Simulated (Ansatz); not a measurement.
Input for Ansatz (a program for electronic structure): R-CCSD(T)/cc-pV(D+d)Z on H2OSSi (SMILES O[Si]S), a point of a torsion scan. Files ending in .json are basis or fitting sets from the Basis Set Exchange.

Ansatz 0.2 input:
```yaml
crystal:
  periodic: [false, false, false]
  atoms:
    - {symbol: O, position_ang: [-0.91729234, 0.44548272, -0.59828128]}
    - {symbol: Si, position_ang: [-0.16252784, -1.00348935, -0.44263675]}
    - {symbol: S, position_ang: [1.87550161, -0.23035692, -0.36546792]}
    - {symbol: H, position_ang: [-1.79264430, 0.64079213, -0.28128298]}
    - {symbol: H, position_ang: [1.54953662, 1.04835590, -0.48781198]}
basis:
  gaussian:
    orbitals: cc-pV_D+d_Z.json
magnetization: {spin_polarized: false}
correlation: {method: ccsd_t, electrons: outside_noble_gas}
scf: {lower_state_search: off}
```

It printed:

```
WARN ansatz: RAYON_NUM_THREADS=1 ignored (pool sized by the plan → 1); use --threads N
Functional definition: HF
these checks for a lower state are left out or cut short: stability, starts, cluster_reference, orbital_swaps, neighbouring_geometries, increment
integrals: 0.05 GiB planned
704 factors; integrals over basis functions are off by at most 1.0e-3 eV
mean field: 0.15 GiB planned
mean field evaluation 1: about -20747.3870 eV, gradient 3.3e1 eV
mean field evaluation 2: about -20747.4192 eV, gradient 3.3e1 eV
mean field evaluation 4: about -20749.7738 eV, gradient 2.6e0 eV
mean field evaluation 8: about -20749.8159 eV, gradient 2.3e-1 eV
mean field -20749.81650516 eV, -762.5416918339 hartree, gradient 1.1e-6 eV, S^2 0.000000; 0 other end points of the search recorded, 0 dependent functions left out
11 core orbitals not correlated
reference -20749.81650516 eV, -762.5416918339 hartree; 9, 9 occupied and 50, 50 virtual orbitals, 704 factors
second order -10.95633872 eV of doubles, -0.00000000 eV of singles
coupled cluster: 0.13 GiB planned
cycle   1  -11.44747396 eV  change   -4.9e-1 eV  update   9.4e-2
cycle   2  -11.78147839 eV  change   -3.3e-1 eV  update   3.1e-2
cycle   3  -11.87135939 eV  change   -9.0e-2 eV  update   1.8e-2
cycle   4  -11.86541870 eV  change    5.9e-3 eV  update   4.3e-3
cycle   5  -11.86358845 eV  change    1.8e-3 eV  update   1.8e-3
cycle   6  -11.86372445 eV  change   -1.4e-4 eV  update   6.4e-4
cycle   7  -11.86340954 eV  change    3.1e-4 eV  update   2.1e-4
cycle   8  -11.86343193 eV  change   -2.2e-5 eV  update   8.4e-5
cycle   9  -11.86345949 eV  change   -2.8e-5 eV  update   3.1e-5
cycle  10  -11.86344602 eV  change    1.3e-5 eV  update   1.3e-5
perturbative correction -0.34014102 eV, -0.0124999521 hartree
Total energy: -20762.02009221 eV, -762.9901653861 hartree
Checks for a lower state left out: stability, starts, cluster_reference, orbital_swaps, neighbouring_geometries, increment
```

Self-consistency was reached.

Cost: roughly 3 core-seconds.
